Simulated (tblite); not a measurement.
C₅H₁₀B₂F₂S.
SMILES with atom numbers: `[CH3:1][C@@H:2]1[BH:3][CH2:4][CH2:5][S:6][C@@H:7]1[B:8]([F:9])[F:10]` (hydrogens: H11, H12, H13 on C1; H14 on C2; H15 on B3; H16, H17 on C4; H18, H19 on C5; H20 on C7)

Computed with GFN2-xTB (tblite), gas phase: L-BFGS steps from a force-field or distance-geometry start until the largest atomic force falls under 0.01 eV/Å.

Geometry at step 5:
```
atom  x, y, z in Å
C1     -1.7569   -0.7006    0.3004
C2     -0.7277   -0.1164   -0.6896
B3      0.3362   -1.2715   -0.8722
C4      1.5542   -1.3920    0.1022
C5      2.1481   -0.0819    0.5948
S6      0.8691    0.9953    1.3202
C7     -0.1435    1.2279   -0.1979
B8     -1.2162    2.3567    0.0094
F9     -1.9724    2.7717   -0.9916
F10    -1.4418    2.9813    1.1432
H11    -2.5900   -0.0182    0.4496
H12    -2.1592   -1.6404   -0.0744
H13    -1.3110   -0.8977    1.2720
H14    -1.2667    0.0830   -1.6211
H15     0.1120   -2.1370   -1.6248
H16     2.3583   -2.0268   -0.2695
H17     1.1341   -1.9196    0.9658
H18     2.8987   -0.2446    1.3693
H19     2.6074    0.4631   -0.2296
H20     0.5620    1.5784   -0.9591
```

**Question.** Give the atomic forces at this geometry.

**Answer.** 
```json
{"atom": "C1", "Fx (eV/Å)": "-0.124", "Fy (eV/Å)": "0.002", "Fz (eV/Å)": "0.088"}
{"atom": "C2", "Fx (eV/Å)": "0.020", "Fy (eV/Å)": "-0.185", "Fz (eV/Å)": "-0.051"}
{"atom": "B3", "Fx (eV/Å)": "-0.079", "Fy (eV/Å)": "-0.147", "Fz (eV/Å)": "-0.050"}
{"atom": "C4", "Fx (eV/Å)": "0.008", "Fy (eV/Å)": "-0.067", "Fz (eV/Å)": "-0.003"}
{"atom": "C5", "Fx (eV/Å)": "0.038", "Fy (eV/Å)": "0.065", "Fz (eV/Å)": "-0.017"}
{"atom": "S6", "Fx (eV/Å)": "0.034", "Fy (eV/Å)": "-0.010", "Fz (eV/Å)": "0.092"}
{"atom": "C7", "Fx (eV/Å)": "0.161", "Fy (eV/Å)": "-0.214", "Fz (eV/Å)": "0.085"}
{"atom": "B8", "Fx (eV/Å)": "-0.246", "Fy (eV/Å)": "0.186", "Fz (eV/Å)": "0.099"}
{"atom": "F9", "Fx (eV/Å)": "0.001", "Fy (eV/Å)": "-0.008", "Fz (eV/Å)": "0.037"}
{"atom": "F10", "Fx (eV/Å)": "-0.060", "Fy (eV/Å)": "0.023", "Fz (eV/Å)": "-0.065"}
{"atom": "H11", "Fx (eV/Å)": "-0.014", "Fy (eV/Å)": "0.131", "Fz (eV/Å)": "-0.040"}
{"atom": "H12", "Fx (eV/Å)": "0.055", "Fy (eV/Å)": "0.027", "Fz (eV/Å)": "-0.060"}
{"atom": "H13", "Fx (eV/Å)": "0.100", "Fy (eV/Å)": "0.088", "Fz (eV/Å)": "-0.002"}
{"atom": "H14", "Fx (eV/Å)": "-0.015", "Fy (eV/Å)": "0.126", "Fz (eV/Å)": "-0.011"}
{"atom": "H15", "Fx (eV/Å)": "-0.023", "Fy (eV/Å)": "-0.030", "Fz (eV/Å)": "-0.072"}
{"atom": "H16", "Fx (eV/Å)": "0.071", "Fy (eV/Å)": "-0.033", "Fz (eV/Å)": "-0.054"}
{"atom": "H17", "Fx (eV/Å)": "0.049", "Fy (eV/Å)": "-0.056", "Fz (eV/Å)": "0.086"}
{"atom": "H18", "Fx (eV/Å)": "-0.089", "Fy (eV/Å)": "0.068", "Fz (eV/Å)": "0.033"}
{"atom": "H19", "Fx (eV/Å)": "0.060", "Fy (eV/Å)": "0.052", "Fz (eV/Å)": "-0.020"}
{"atom": "H20", "Fx (eV/Å)": "0.052", "Fy (eV/Å)": "-0.018", "Fz (eV/Å)": "-0.074"}
```

The largest, 0.32 eV/Å, acts on B8; the rms over all components is 0.084 eV/Å. The forces sum to zero within rounding, as they must for an isolated molecule in no field.

**Question.** Give the force on B8 in Eh/bohr and in nN.

**Answer.** 0.324 eV/Å ÷ 51.422 = 0.00630 Eh/bohr, and 0.324 eV/Å × 1.602 = 0.52 nN.

**Question.** How far is this geometry from the end of the optimisation?

**Answer.** 0.048 eV above it, and 0.159 Å rms away after alignment. The bonds farthest from their final lengths, with half the difference of the two atoms' forces along the bond (positive lengthens):

```csv
bond,now (Å),final (Å),force along bond (eV/Å)
C7–B8,1.571,1.587,+0.28
B3–C4,1.564,1.571,+0.05
C4–C5,1.520,1.525,+0.06
C4–H16,1.090,1.093,+0.02
C2–B3,1.581,1.584,-0.05
S6–C7,1.840,1.836,-0.04
```

The angle farthest from its final value is C1–C2–B3, 104.3° against 107.6°.

The cost below is that of the whole relaxation. On Arm Neoverse N1, one thread, no GPU, shared host with 64 logical CPUs at a one-minute load of 56, this took 1.1 s wall.
